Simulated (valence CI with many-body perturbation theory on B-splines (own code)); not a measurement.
Er³⁶⁺: electric-dipole lines

Level of theory: configuration interaction combined with many-body perturbation theory (CI+MBPT): four valence electrons over a frozen Dirac-Fock core [Ar] 3d10, radial functions for each j: 11 s, 11 p, 10 d, 8 f, 5 g, 2 h, with the one-electron correlation potential Σ1 (screened to all orders), the two-electron term Σ2, the three-electron term Σ3, Breit, model QED; selected single and double excitations, second order for the rest, scaled by the run's own slope (own B-spline code, finite nucleus).

The last digits are not significant, and no measured levels were compared; by estimate large intervals hold to a few tenths of a per cent, small ones and those within an open d or f shell to about a per cent. Among the levels kept, up to 390 cm⁻¹ of a level comes from second order outside the variational space, and about a tenth of that is noise between levels of different J, which matters for small intervals.

Lines 1 to 50 of 557 in falling wavelength, among levels below 511.80 eV, chosen from the strongest by gf and those to the six lowest levels. Wavelengths and rates use the calculated energies. Electric multipoles are in the length gauge with retardation, E1 and E2 with the static RPA response of the core. Weak lines are less certain than strong ones. Lines between different terms over intervals too small for the method are left out, as are lines whose strength nearly cancels. Where a level lies close to another of its J and parity, the split of strength between their lines is uncertain. The highest levels of a list are the least certain.

Levels are named by their leading jj configuration (3d3/2^4 stands for four electrons in 3d with j = 3/2), which in mixed levels can hold well under half, so a name can repeat and another be missing. Letters in brackets count levels of one name in rising energy.

| λ vac (Å) | Upper | Lower | A (s⁻¹) | log gf | Branch % |
| --- | --- | --- | --- | --- | --- |
| 698.6 | (4s 4p1/2^2 4p3/2) J=2 | (4s^2 4p3/2^2) J=2 | 1.46e+06 | -3.27 | 0.0 |
| 553.0 | (4s 4p1/2^2 4p3/2) J=1 | (4s^2 4p3/2^2) J=0 | 2.39e+06 | -3.48 | 0.0 |
| 404.4 | (4s 4p1/2^2 4p3/2) J=1 | (4s^2 4p3/2^2) J=2 | 2.56e+07 | -2.73 | 0.0 |
| 185.1 | (4s 4p1/2 4p3/2 4d3/2) J=4 | (4s^2 4p3/2 4d3/2) J=3 | 4.59e+09 | -0.67 | 69.2 |
| 181.5 | (4s^2 4p1/2 4d3/2) J=2 | (4s^2 4p3/2^2) J=2 | 4.09e+07 | -3.00 | 2.8 |
| 180.9 | (4s 4p1/2 4p3/2 4f7/2) J=5 [d] | (4s^2 4p3/2 4f5/2) J=4 | 3.31e+09 | -0.75 | 0.9 |
| 178.0 | (4s 4p1/2 4p3/2^2) J=2 [a] | (4s^2 4p3/2^2) J=2 | 1.45e+09 | -1.46 | 15.5 |
| 176.9 | (4s 4p1/2 4d3/2 4d5/2) J=5 | (4s^2 4d3/2 4d5/2) J=4 | 6.57e+09 | -0.47 | 9.6 |
| 175.4 | (4s 4p1/2 4p3/2 4d5/2) J=4 [b] | (4s^2 4p3/2 4d5/2) J=3 | 4.57e+09 | -0.72 | 2.3 |
| 171.2 | (4s 4p1/2 4p3/2 4f7/2) J=6 | (4s^2 4p3/2 4f7/2) J=5 | 7.14e+09 | -0.39 | 5.0 |
| 166.5 | (4p1/2^2 4p3/2 4d5/2) J=3 | (4s 4p1/2 4p3/2 4d5/2) J=2 [c] | 5.64e+09 | -0.78 | 1.8 |
| 165.8 | (4s^2 4p1/2 4d3/2) J=1 | (4s^2 4p3/2^2) J=0 | 2.37e+08 | -2.53 | 0.0 |
| 165.1 | (4s 4p1/2^2 4f7/2) J=4 | (4s^2 4p1/2 4f7/2) J=4 | 4.79e+09 | -0.75 | 1.9 |
| 162.8 | (4s 4p1/2 4p3/2 4f7/2) J=5 [c] | (4s^2 4p3/2 4f7/2) J=4 [a] | 6.61e+09 | -0.54 | 4.9 |
| 161.3 | (4s 4p1/2 4p3/2^2) J=3 | (4s^2 4p3/2^2) J=2 | 6.95e+09 | -0.72 | 78.0 |
| 160.5 | (4s 4p1/2 4p3/2 4d5/2) J=5 | (4s^2 4p3/2 4d5/2) J=4 | 9.54e+09 | -0.39 | 100.0 |
| 160.2 | (4s 4p1/2^2 4p3/2) J=2 | (4s^2 4p1/2 4p3/2) J=2 | 6.52e+09 | -0.90 | 42.7 |
| 155.7 | (4p1/2^2 4p3/2 4d5/2) J=3 | (4s^2 4p1/2 4f5/2) J=3 | 8.11e+09 | -0.69 | 2.5 |
| 153.9 | (4p1/2^2 4p3/2 4d5/2) J=4 | (4s 4p1/2 4p3/2 4d5/2) J=4 [c] | 9.02e+09 | -0.54 | 8.6 |
| 153.3 | (4p1/2^2 4p3/2 4d5/2) J=4 | (4s 4p1/2 4p3/2 4d5/2) J=3 [c] | 9.29e+09 | -0.53 | 8.8 |
| 152.8 | (4s 4p1/2^2 4p3/2) J=2 | (4s^2 4p1/2 4p3/2) J=1 | 8.75e+09 | -0.81 | 57.3 |
| 149.3 | (4s^2 4p1/2 4d3/2) J=1 | (4s^2 4p3/2^2) J=2 | 2.64e+09 | -1.58 | 0.3 |
| 149.1 | (4s 4p1/2^2 4f7/2) J=3 [b] | (4s 4p1/2 4p3/2 4d5/2) J=2 [e] | 7.41e+09 | -0.76 | 1.9 |
| 147.9 | (4s 4p1/2 4p3/2^2) J=1 [a] | (4s^2 4p3/2^2) J=0 | 8.49e+09 | -1.08 | 2.8 |
| 147.4 | (4s 4p1/2^2 4f7/2) J=3 [b] | (4s^2 4p1/2 4f7/2) J=3 | 7.95e+09 | -0.74 | 2.1 |
| 146.2 | (4p1/2 4p3/2^2 4d5/2) J=3 [a] | (4s 4p3/2^2 4d3/2) J=4 | 9.62e+09 | -0.67 | 5.3 |
| 145.5 | (4p1/2^2 4p3/2 4d3/2) J=3 | (4s 4p1/2 4p3/2 4d3/2) J=3 [c] | 1.35e+10 | -0.52 | 11.2 |
| 144.6 | (4p1/2^2 4p3/2 4d5/2) J=1 | (4s 4p1/2 4p3/2 4d5/2) J=2 [d] | 2.46e+10 | -0.64 | 6.6 |
| 143.6 | (4p1/2^2 4p3/2 4d3/2) J=2 | (4s 4p1/2 4p3/2 4d3/2) J=2 [b] | 1.15e+10 | -0.75 | 7.1 |
| 141.6 | (4s 4p1/2 4d5/2^2) J=3 | (4s 4p3/2^2 4d5/2) J=2 [a] | 7.84e+09 | -0.78 | 2.0 |
| 141.4 | (4p1/2^2 4p3/2 4d5/2) J=3 | (4s 4p1/2 4p3/2 4d5/2) J=4 [b] | 1.15e+10 | -0.62 | 3.6 |
| 140.5 | (4s 4p1/2^2 4f7/2) J=3 [b] | (4s^2 4p1/2 4f7/2) J=4 | 1.46e+10 | -0.52 | 3.8 |
| 140.2 | (4s 4p1/2 4p3/2^2) J=1 [b] | (4s^2 4p3/2^2) J=0 | 3.35e+09 | -1.53 | 0.5 |
| 139.5 | (4s 4p1/2 4p3/2 4f7/2) J=4 [b] | (4s^2 4p3/2 4f7/2) J=4 [a] | 6.73e+09 | -0.75 | 1.7 |
| 139.0 | (4s 4p1/2^2 4f7/2) J=3 [a] | (4s 4p1/2 4p3/2 4d5/2) J=4 [b] | 1.24e+10 | -0.60 | 6.2 |
| 137.3 | (4s 4p1/2^2 4p3/2) J=1 | (4s^2 4p1/2 4p3/2) J=2 | 2.27e+10 | -0.72 | 11.8 |
| 136.9 | (4s 4p1/2^2 4d5/2) J=2 | (4s^2 4p1/2 4d5/2) J=3 | 1.94e+10 | -0.57 | 5.3 |
| 136.8 | (4p1/2 4p3/2^3) J=2 | (4s^2 4p3/2 4d5/2) J=2 | 1.10e+10 | -0.81 | 1.5 |
| 136.7 | (4s 4p1/2 4p3/2 4d5/2) J=3 [c] | (4s^2 4p3/2 4d5/2) J=4 | 1.20e+10 | -0.63 | 3.6 |
| 136.3 | (4s 4p1/2 4p3/2 4d5/2) J=2 [b] | (4s 4p3/2^3) J=2 | 1.20e+10 | -0.78 | 3.8 |
| 136.2 | (4s 4p1/2 4p3/2 4d5/2) J=4 [c] | (4s^2 4p3/2 4d5/2) J=4 | 1.08e+10 | -0.57 | 13.6 |
| 135.7 | (4s^2 4p1/2 4d5/2) J=2 | (4s^2 4p3/2^2) J=2 | 3.84e+09 | -1.28 | 1.4 |
| 134.9 | (4p1/2^2 4p3/2^2) J=2 | (4s 4p1/2 4p3/2^2) J=3 | 3.02e+10 | -0.38 | 18.5 |
| 134.7 | (4s 4p1/2 4p3/2^2) J=1 [a] | (4s^2 4p3/2^2) J=2 | 1.76e+09 | -1.84 | 0.6 |
| 134.6 | (4s 4p1/2 4p3/2 4f5/2) J=3 [a] | (4s 4p3/2^2 4d5/2) J=4 [a] | 1.20e+10 | -0.64 | 2.5 |
| 134.3 | (4p1/2^2 4p3/2 4d5/2) J=2 | (4s 4p1/2 4p3/2 4d5/2) J=2 [b] | 2.01e+10 | -0.56 | 6.4 |
| 133.1 | (4s^2 4p1/2 4d5/2) J=3 | (4s^2 4p3/2^2) J=2 | 3.19e+09 | -1.23 | 1.4 |
| 132.4 | (4p1/2^2 4p3/2 4d5/2) J=2 | (4s 4p1/2 4p3/2 4d5/2) J=3 [a] | 2.67e+10 | -0.45 | 8.5 |
| 131.9 | (4p1/2^2 4p3/2 4d3/2) J=3 | (4s 4p1/2 4p3/2 4d3/2) J=4 | 3.34e+10 | -0.21 | 27.8 |
| 131.8 | (4s 4p1/2^2 4p3/2) J=1 | (4s^2 4p1/2 4p3/2) J=1 | 5.35e+09 | -1.38 | 2.8 |
